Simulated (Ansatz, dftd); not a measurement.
Reaction: C2H7B (ethylborane, SMILES BCC) → C2H6B (SMILES C[CH]B, doublet) + H (doublet) (the C-H bond breaks)
Each species at its own B3LYP-D3(BJ)/def2-TZVP minimum (Ansatz, a program for electronic structure).

Property: bond dissociation energy (electronic), in kJ/mol. Radicals and triplets start from unrestricted determinants; spin-orbit coupling is neglected. Correlated methods leave the cores frozen. No relativity. Double hybrids freeze cores in their MP2 part. For partners of very few electrons the exact lower level stands in for a higher one.

| level | program | bond dissociation energy (kJ/mol) |
|---|---|---|
| HF/cc-pVTZ | Ansatz | 291.2 |
| PBE-D3(BJ)/def2-TZVPD | Ansatz + dftd3 | 373.3 |
| B3LYP-D3(BJ)/def2-TZVPD | Ansatz + dftd3 | 381.1 |
| B3LYP-D4/def2-TZVPD | Ansatz + dftd4 | 380.6 |
| PBE0-D4/def2-TZVPD | Ansatz + dftd4 | 375.5 |
| CAM-B3LYP-D3(BJ)/def2-TZVPD | Ansatz + dftd3 | 383.8 |
| B2PLYP-D3(BJ)/def2-TZVPD | Ansatz + dftd3 | 382.4 |
| B2PLYP/def2-TZVPD | Ansatz | 381.3 |
| B2GP-PLYP-D4/def2-TZVPD | Ansatz + dftd4 | 383.0 |
| MP2/cc-pVDZ | Ansatz | 375.3 |
| CCSD(T)/cc-pVTZ | Ansatz | 390.8 |
| CCSDT(Q)/cc-pVDZ | Ansatz | 377.0 |
